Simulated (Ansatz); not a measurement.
Reaction (formal exchange of groups at a C–Sn bond): `N#[C][SnH2][C]#N` + `N#[C][GeH2][C]#N` → `N#[C][GeH]([C]#N)[C]#N` + `N#[C][SnH3]`

Gas-phase electronic energies from Ansatz, PBE0-D4/def2-TZVP geometries. CCSD(T)/CBS adds triple-zeta CCSD(T) − MP2 to the extrapolated MP2 energy (def2 sets, frozen cores). Functionals use def2-TZVPP. def2 core potentials past Kr. For Ge, Sn outer-core shells are correlated without core-valence functions, which leaves a few kJ/mol of doubt a bond. Scalar relativity is left out up to krypton.

(1) Is it downhill or uphill in electronic energy at CCSD(T)/CBS, and by how much? (Estimate.)

(2) What do these levels give: CAM-B3LYP-D4, ωB97X-V, B2PLYP, BLYP, CAM-B3LYP, MP2/def2-TZVPP? (Best estimate.)

(3) What do rigid-rotor, harmonic-oscillator terms from PBE0-D4/def2-TZVP frequencies (298.15 K, 1 bar) make of the CCSD(T)/CBS value? (Best estimate.)

Largest T1 diagnostic among the species: 0.015.

Results:

(1) Ansatz gave: Uphill: ΔE = +5.8 kcal/mol.

(2) Ansatz gave: CAM-B3LYP-D4 4.4, ωB97X-V 4.7, B2PLYP 4.4, BLYP 4.4, CAM-B3LYP 4.6, MP2/def2-TZVPP 4.1 kcal/mol.

(3) Computed: ΔZPE = -0.6 kcal/mol, ΔH = +5.3 kcal/mol, ΔS = -10 J/(mol·K), ΔG = +6.0 kcal/mol.

In def2-TZVPP, CCSD(T) changes the Hartree–Fock value by −1.3 kcal/mol (the triples alone add −0.1 kcal/mol) and MP2 by −1.4 kcal/mol. Leaving LDA and LC-ωPBE aside and taking each functional with its dispersion term where it has one, the values, not all of them listed here, spread over 1.3 kcal/mol, from B97M-V to BHLYP-D4. LDA lies −0.8 kcal/mol from PBE without D4.
